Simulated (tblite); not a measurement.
C4H15PSi3.
Numbering: `[CH3:1][C@@H:2]1[CH2:3][C@@H:4]1[SiH2:5][PH:6][SiH2:7][SiH3:8]` (hydrogens: H9, H10, H11 on C1; H12 on C2; H13, H14 on C3; H15 on C4; H16, H17 on Si5; H18 on P6; H19, H20 on Si7; H21, H22, H23 on Si8)

Computed with GFN2-xTB (tblite), gas phase: L-BFGS steps from a force-field or distance-geometry start until the largest atomic force falls under 0.01 eV/Å.

Step 60: E = -650.0390 eV
```
atom  x, y, z in Å  |  force x, y, z in eV/Å
C1     -3.1967   -0.5530    0.5953    0.047   0.029  -0.010
C2     -2.8992    0.6948   -0.1951   -0.002   0.011  -0.017
C3     -2.1955    0.6115   -1.5083   -0.011   0.001   0.009
C4     -1.4926    1.2242   -0.3251    0.012  -0.027   0.016
Si5    -0.0163    0.3926    0.5023    0.033  -0.025   0.017
P6      0.8376   -1.1934   -0.8205   -0.046   0.036   0.008
Si7     2.8452   -1.5451    0.0958   -0.004  -0.014  -0.002
Si8     4.1297    0.2690    0.7777   -0.013  -0.026  -0.006
H9     -3.1823   -0.3347    1.6620   -0.041  -0.015   0.020
H10    -4.1795   -0.9452    0.3344    0.026   0.028  -0.001
H11    -2.4547   -1.3213    0.3943    0.041  -0.017  -0.036
H12    -3.6748    1.4484   -0.1009   -0.018   0.003  -0.032
H13    -1.8613   -0.3623   -1.8432    0.012   0.023   0.036
H14    -2.5013    1.2645   -2.3136   -0.010  -0.019  -0.009
H15    -1.4144    2.3068   -0.3532   -0.033  -0.025   0.013
H16    -0.3583   -0.3069    1.7467   -0.006   0.026   0.001
H17     0.9427    1.4589    0.8419    0.016  -0.024  -0.019
H18     1.2775   -0.3487   -1.8178   -0.008   0.031   0.022
H19     2.5279   -2.4308    1.2267    0.024  -0.016  -0.028
H20     3.5156   -2.3713   -0.9227    0.001   0.006   0.052
H21     5.5597    0.0014    0.5953   -0.020   0.015  -0.028
H22     3.8283    1.5091    0.0523    0.024  -0.019   0.011
H23     3.9583    0.5587    2.2046   -0.024   0.017  -0.015
```

Step 61: E = -650.0398 eV
```
atom  x, y, z in Å  |  force x, y, z in eV/Å
C1     -3.1969   -0.5526    0.5950    0.047   0.018  -0.002
C2     -2.8994    0.6946   -0.1967    0.000   0.012   0.005
C3     -2.1943    0.6111   -1.5084    0.003  -0.005   0.005
C4     -1.4921    1.2243   -0.3245   -0.001  -0.018   0.010
Si5    -0.0161    0.3921    0.5047   -0.006  -0.020   0.001
P6      0.8359   -1.1909   -0.8202   -0.018   0.016   0.002
Si7     2.8455   -1.5456    0.0949   -0.029   0.037  -0.007
Si8     4.1297    0.2690    0.7774   -0.026  -0.040  -0.011
H9     -3.1776   -0.3361    1.6625   -0.040  -0.012   0.000
H10    -4.1813   -0.9444    0.3384    0.031   0.038  -0.003
H11    -2.4572   -1.3225    0.3899    0.039  -0.009  -0.031
H12    -3.6747    1.4486   -0.1053   -0.022   0.003  -0.023
H13    -1.8579   -0.3628   -1.8396    0.012   0.011   0.022
H14    -2.5010    1.2607   -2.3163    0.000  -0.016   0.002
H15    -1.4143    2.3073   -0.3527   -0.032  -0.035   0.015
H16    -0.3584   -0.3047    1.7498   -0.008   0.020   0.007
H17     0.9434    1.4561    0.8412    0.037   0.003  -0.008
H18     1.2755   -0.3426   -1.8148   -0.008   0.027   0.022
H19     2.5290   -2.4292    1.2249    0.014  -0.039  -0.001
H20     3.5149   -2.3706   -0.9218    0.015  -0.015   0.023
H21     5.5583   -0.0018    0.5935   -0.011   0.019  -0.026
H22     3.8278    1.5089    0.0529    0.025  -0.012   0.006
H23     3.9567    0.5581    2.2039   -0.020   0.017  -0.009
```

Step 62: E = -650.0405 eV
```
atom  x, y, z in Å  |  force x, y, z in eV/Å
C1     -3.1956   -0.5522    0.5946    0.033  -0.012   0.010
C2     -2.8995    0.6949   -0.1975    0.005   0.009   0.019
C3     -2.1938    0.6111   -1.5083    0.018  -0.007   0.005
C4     -1.4916    1.2240   -0.3240   -0.015  -0.007   0.003
Si5    -0.0159    0.3911    0.5065   -0.034  -0.002  -0.008
P6      0.8339   -1.1891   -0.8200    0.008  -0.007  -0.007
Si7     2.8449   -1.5455    0.0942   -0.050   0.060  -0.007
Si8     4.1290    0.2685    0.7770   -0.030  -0.039  -0.010
H9     -3.1769   -0.3366    1.6632   -0.028  -0.015  -0.030
H10    -4.1809   -0.9444    0.3396    0.044   0.043  -0.004
H11    -2.4560   -1.3232    0.3874    0.016   0.020  -0.017
H12    -3.6749    1.4491   -0.1086   -0.022  -0.001  -0.013
H13    -1.8555   -0.3625   -1.8371    0.012  -0.005   0.011
H14    -2.5013    1.2583   -2.3180    0.007  -0.011   0.010
H15    -1.4145    2.3069   -0.3517   -0.026  -0.031   0.016
H16    -0.3584   -0.3028    1.7523   -0.011   0.012   0.015
H17     0.9449    1.4533    0.8400    0.047   0.019  -0.002
H18     1.2737   -0.3379   -1.8121   -0.009   0.024   0.022
H19     2.5300   -2.4285    1.2236    0.007  -0.050   0.015
H20     3.5143   -2.3706   -0.9203    0.025  -0.028   0.002
H21     5.5568   -0.0035    0.5918   -0.004   0.019  -0.023
H22     3.8278    1.5085    0.0534    0.023  -0.006   0.000
H23     3.9546    0.5583    2.2030   -0.017   0.016  -0.006
```

Problem. Estimate the geometry and energy of step 63. (The exact step hangs on the optimiser's Hessian estimate; all steps are aligned on step 62, rigid shifts and turns removed.)

Solution. E = -650.0415 eV, largest force 0.080 eV/Å
```
atom  x, y, z in Å  |  force x, y, z in eV/Å
C1     -3.1932   -0.5516    0.5942    0.004  -0.028   0.012
C2     -2.8992    0.6950   -0.1989    0.004   0.000   0.029
C3     -2.1919    0.6100   -1.5083    0.031  -0.009   0.003
C4     -1.4910    1.2232   -0.3233   -0.024   0.010   0.001
Si5    -0.0163    0.3900    0.5095   -0.048   0.024  -0.010
P6      0.8309   -1.1863   -0.8200    0.026  -0.028  -0.020
Si7     2.8427   -1.5440    0.0926   -0.061   0.051  -0.005
Si8     4.1274    0.2670    0.7760   -0.024  -0.023  -0.005
H9     -3.1742   -0.3378    1.6632   -0.006  -0.009  -0.031
H10    -4.1798   -0.9423    0.3432    0.033   0.034  -0.018
H11    -2.4560   -1.3244    0.3832    0.012   0.035  -0.005
H12    -3.6757    1.4489   -0.1145   -0.014  -0.010   0.001
H13    -1.8506   -0.3631   -1.8335    0.010  -0.026  -0.004
H14    -2.5000    1.2540   -2.3204    0.016  -0.004   0.017
H15    -1.4154    2.3057   -0.3503   -0.015  -0.014   0.014
H16    -0.3587   -0.3002    1.7568   -0.013   0.005   0.020
H17     0.9475    1.4503    0.8394    0.046   0.026   0.002
H18     1.2705   -0.3297   -1.8078   -0.009   0.019   0.020
H19     2.5308   -2.4276    1.2220    0.000  -0.053   0.021
H20     3.5126   -2.3706   -0.9192    0.027  -0.032  -0.012
H21     5.5545   -0.0060    0.5890    0.000   0.017  -0.019
H22     3.8287    1.5083    0.0543    0.020   0.000  -0.007
H23     3.9517    0.5582    2.2016   -0.013   0.012  -0.004
```

The energy changes by -0.0009 eV. The first-order estimate −F·Δx gives -0.0013 eV and the mean of the old and new forces, exact on a quadratic surface, -0.0009 eV. The step makes an angle of 69° with the force vector and moves no atom by more than 0.010 Å.

What follows is the cost of the whole relaxation. On one thread of an Intel Xeon at 2.50 GHz (shared host), this took 9.6 s.
